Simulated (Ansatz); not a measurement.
The same molecule with X = Ti, Zr, Hf. Ansatz, PBE0-D4/def2-TZVP geometries, multiplicity 1. Each molecule was computed in one conformer, which needn't be the lowest.

Elements past krypton have def2 core potentials. Scalar relativity is left out up to krypton.

```json
{"X": "Ti", "molecule": "`[NH2][Ti]([NH2])([NH2])[F]`", "mean X–F bond length / Å": "1.782", "mean X–N bond length / Å": "1.880", "zero-point energy (PBE0-D4/def2-TZVP) / kJ/mol": "202.7", "HOMO–LUMO gap (ωB97M-V/def2-TZVPP) / eV": "10.72", "ideal-gas entropy at 298 K and 1 bar (rigid rotor, harmonic PBE0-D4/def2-TZVP) / J/(mol·K)": "360"}
{"X": "Hf", "molecule": "`[NH2][Hf]([NH2])([NH2])[F]`", "mean X–F bond length / Å": "1.930", "mean X–N bond length / Å": "2.037", "zero-point energy (PBE0-D4/def2-TZVP) / kJ/mol": "198.5", "HOMO–LUMO gap (ωB97M-V/def2-TZVPP) / eV": "10.55", "ideal-gas entropy at 298 K and 1 bar (rigid rotor, harmonic PBE0-D4/def2-TZVP) / J/(mol·K)": "386"}
```

Task: Give the row for X = Zr, `[NH2][Zr]([NH2])([NH2])[F]`. (Best estimate.)

Result: Ansatz gave: 
| X | molecule | mean X–F bond length / Å | mean X–N bond length / Å | zero-point energy (PBE0-D4/def2-TZVP) / kJ/mol | HOMO–LUMO gap (ωB97M-V/def2-TZVPP) / eV | ideal-gas entropy at 298 K and 1 bar (rigid rotor, harmonic PBE0-D4/def2-TZVP) / J/(mol·K) |
| --- | --- | --- | --- | --- | --- | --- |
| Zr | `[NH2][Zr]([NH2])([NH2])[F]` | 1.930 | 2.037 | 198.8 | 10.21 | 379 |

From Ti to Hf the mean X–F bond length isn't monotonic: highest at Zr, lowest at Ti; the mean X–N bond length isn't monotonic: highest at Zr, lowest at Ti; the zero-point energy (PBE0-D4/def2-TZVP) falls at each step, by 4.2 kJ/mol in all; the HOMO–LUMO gap (ωB97M-V/def2-TZVPP) isn't monotonic: highest at Ti, lowest at Zr; the ideal-gas entropy at 298 K and 1 bar (rigid rotor, harmonic PBE0-D4/def2-TZVP) rises at each step, by 26 J/(mol·K) in all.
